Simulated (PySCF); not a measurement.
CH4O, charge +1, doublet, geometry from GFN2-xTB (a state made from the parent by changing its charge; the spin is typed, not shown lowest). Base run: PySCF with MP2/STO-3G.

PySCF was given this input:
```python
from pyscf import gto, scf, mp

mol = gto.M(
    atom='''
C    -0.082037    0.604932    0.114824
O     0.060677   -0.683665   -0.174940
H    -1.181986    0.862145    0.113912
H     0.624829   -1.229700    0.412463
H     0.439107    0.991989    0.997121
H     0.124851    1.215294   -0.812918
''',
    basis='sto-3g',
    charge=1,
    spin=1,
    verbose=5,
)

mf = scf.UHF(mol)
mf.kernel()

pt = mp.MP2(mf, frozen=2)
pt.kernel()
print('E(MP2) = %.10f' % pt.e_tot)
```

Variants of this job, named by their change:

| change | basis functions | E (Eh) | MP2 correlation (Eh) | SCF-reference HOMO (eV) |
|---|---|---|---|---|
| base | 14 | -113.34458 | -0.08275 | -20.89 |
| basis = 6-31G | 26 | -114.81138 | -0.18814 | -21.46 |
| basis = 3-21G | 26 | ? | ? | -21.43 |
| basis = def2-SV(P) | 36 | -114.85029 | -0.27972 | -21.59 |
| basis = 6-31+G* | ? | ? | ? | ? |
| basis = def2-SVP | 48 | -114.89495 | -0.30195 | -21.52 |
| basis = 6-31G** | 48 | -114.98068 | -0.29549 | -21.43 |
| basis = pc-1 | 48 | -114.94961 | -0.30285 | -21.55 |
| basis = aug-cc-pVDZ | 82 | -115.01242 | -0.31476 | -21.42 |
| basis = aug-pcseg-1 | 82 | ? | ? | -21.46 |
| basis = def2-TZVP | ? | ? | ? | -21.45 |
| basis = pcseg-2 | 116 | -115.09869 | -0.37322 | -21.45 |
| basis = def2-TZVPP | 118 | -115.11013 | -0.37816 | -21.45 |

**Question.** Complete the blanks.

**Answer.** 
- basis = 3-21G, E (Eh): -114.23084
- basis = 3-21G, MP2 correlation (Eh): -0.18936
- basis = 6-31+G*, basis functions: 44
- basis = 6-31+G*, E (Eh): -114.95087
- basis = 6-31+G*, MP2 correlation (Eh): -0.27740
- basis = 6-31+G*, SCF-reference HOMO (eV): -21.47
- basis = aug-pcseg-1, E (Eh): -114.96714
- basis = aug-pcseg-1, MP2 correlation (Eh): -0.31055
- basis = def2-TZVP, basis functions: 86
- basis = def2-TZVP, E (Eh): -115.09809
- basis = def2-TZVP, MP2 correlation (Eh): -0.36865

Totals compare only among sets that treat the same electrons; sets with core potentials leave the core out.

Open shells are given as the SCF converged; they aren't shown to be the lowest states, and a large step between rows can be another state.
